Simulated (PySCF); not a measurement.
A structure optimised at B3LYP-D3(BJ)/def2-TZVP, used in a PySCF frequency run:

```xyz
4

Cd     0.0059     0.7220     0.0000
Br    -0.0016    -1.6961     0.0000
O     -0.1214     2.6982     0.0000
H      0.7439     3.1220     0.0000
```
Charge 0, spin multiplicity 1.

Task: Write its SMILES, formula and point group.

Result: [OH][Cd][Br], BrCdHO, Cs

Task: What are its rotational constants (standard atomic weights)?

Result: 645.00, 1.2194, 1.2170 GHz
